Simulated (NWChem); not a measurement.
System: C5H4O; SMILES C1C=CC(C=1)=O

NWChem input:

```
start job
memory heap 200 mb stack 900 mb global 1100 mb
geometry units angstroms noautosym nocenter noautoz
  O      0.000000     0.000000    -2.037968
  C      0.000000     0.000000    -0.823217
  C      0.000000     1.205695     0.087587
  C      0.000000     0.751636     1.348995
  C      0.000000    -0.751636     1.348995
  C      0.000000    -1.205695     0.087587
  H      0.000000     2.226036    -0.271975
  H      0.000000     1.345654     2.256349
  H      0.000000    -1.345654     2.256349
  H      0.000000    -2.226036    -0.271975
end
basis spherical
  O library sto-3g
  C library sto-3g
  H library sto-3g
end
dft
  xc hfexch
  iterations 150
end
property
  shielding 6 1 2 3 4 7 8
  efieldgrad
end
task dft property
```

Excerpt of the output:

```
             Northwest Computational Chemistry Package (NWChem) 7.3.0
             --------------------------------------------------------

                             Geometry "geometry" -> ""
                             -------------------------

 Output coordinates in angstroms (scale by  1.889725989 to convert to a.u.)

  No.       Tag          Charge          X              Y              Z
 ---- ---------------- ---------- -------------- -------------- --------------
    1 O                    8.0000     0.00000000     0.00000000    -2.03796800
    2 C                    6.0000     0.00000000     0.00000000    -0.82321700
    3 C                    6.0000     0.00000000     1.20569500     0.08758700
    4 C                    6.0000     0.00000000     0.75163600     1.34899500
    5 C                    6.0000     0.00000000    -0.75163600     1.34899500
    6 C                    6.0000     0.00000000    -1.20569500     0.08758700
    7 H                    1.0000     0.00000000     2.22603600    -0.27197500
    8 H                    1.0000     0.00000000     1.34565400     2.25634900
    9 H                    1.0000     0.00000000    -1.34565400     2.25634900
   10 H                    1.0000     0.00000000    -2.22603600    -0.27197500

 Effective nuclear repulsion energy (a.u.)     199.8926833272

  xc_inp: hfexch multiplicative factor not found.
                              NWChem Property Module
                              ----------------------

  itol2e modified to match energy
  convergence criterion.

                                 NWChem DFT Module
                                 -----------------

 Summary of "ao basis" -> "ao basis" (spherical)
 ------------------------------------------------------------------------------
       Tag                 Description            Shells   Functions and Types
 ---------------- ------------------------------  ------  ---------------------
 O                           sto-3g                  3        5   2s1p
 C                           sto-3g                  3        5   2s1p
 H                           sto-3g                  1        1   1s

  itol2e modified to match energy
  convergence criterion.

[...]

          -----------------------------------------
          Chemical Shielding Tensors (GIAO, in ppm)
          -----------------------------------------

                                NWChem CPHF Module
                                ------------------

  scftype          =     RHF
  nclosed          =       21
  nopen            =        0
  variables        =      273
  # of vectors     =        3
  tolerance        = 0.10D-03
  level shift      = 0.00D+00
  max iterations   =       50
  max subspace     =       30

 SCF residual:    3.8316425466166493E-005

Iterative solution of linear equations
  No. of variables      273
  No. of equations        3
  Maximum subspace       30
        Iterations       50
       Convergence  1.0D-04

   iter   nsub   residual    time
   ----  ------  --------  ---------
     1      3    2.42D+00       3.6
     2      6    1.01D+00       3.8
     3      9    1.64D-01       3.9
     4     12    3.06D-02       4.1
     5     15    8.93D-03       4.2
     6     18    1.78D-03       4.4
     7     21    4.58D-04       4.5
     8     24    7.57D-05       4.6

      Atom:    1  O
        Diamagnetic
    374.1944      0.0000     -0.0000
      0.0000    368.2652      0.0000
     -0.0000      0.0000    411.4041

        Paramagnetic
    107.6240      0.0000      0.0000
      0.0000   -753.0408     -0.0000
      0.0000     -0.0000  -1753.1811

        Total Shielding Tensor
    481.8183      0.0000      0.0000
      0.0000   -384.7756     -0.0000
      0.0000     -0.0000  -1341.7770

           isotropic =    -414.9114
          anisotropy =   -1390.2983

          Principal Components and Axis System
                 1           2           3
            -1341.7770    481.8183   -384.7756

      1         0.0000      1.0000      0.0000
      2         0.0000      0.0000      1.0000
      3         1.0000      0.0000      0.0000

      Atom:    2  C
        Diamagnetic
    238.4153      0.0000     -0.0000
      0.0000    261.1244      0.0000
     -0.0000      0.0000    267.1587

        Paramagnetic
    -81.7301      0.0000      0.0000
      0.0000   -298.0716      0.0000
      0.0000      0.0000   -127.1485

        Total Shielding Tensor
    156.6852      0.0000      0.0000
      0.0000    -36.9472      0.0000
      0.0000      0.0000    140.0102

           isotropic =      86.5827
          anisotropy =     105.1537

          Principal Components and Axis System
                 1           2           3
              156.6852    140.0102    -36.9472

      1         1.0000      0.0000      0.0000
      2         0.0000      0.0000      1.0000
      3         0.0000      1.0000      0.0000

      Atom:    3  C
        Diamagnetic
    236.4162      0.0000      0.0000
      0.0000    262.6878      0.8580
      0.0000      0.8580    262.8968

        Paramagnetic
    -22.7734      0.0000      0.0000
      0.0000   -234.0818    -50.4287
      0.0000    -50.4287   -102.0033

        Total Shielding Tensor
    213.6428      0.0000      0.0000
      0.0000     28.6060    -49.5707
      0.0000    -49.5707    160.8935

           isotropic =     134.3808
          anisotropy =     118.8931

          Principal Components and Axis System
                 1           2           3
              213.6428    177.4071     12.0924

      1         1.0000      0.0000      0.0000
      2         0.0000     -0.3161      0.9487
      3         0.0000      0.9487      0.3161

[...]
```

Level: Hartree-Fock/STO-3G, GIAO. STO-3G and 3-21G are far too small for this property and stand as cheap habits. Structure relaxed at the B3LYP/6-31G* (spherical d) level. NWChem prints the field gradient with the sign opposite to the second derivative of the potential. The output numbers the shielded atoms by their place in the input's list. The printed shielding anisotropy is the first printed principal value minus the mean of the other two.
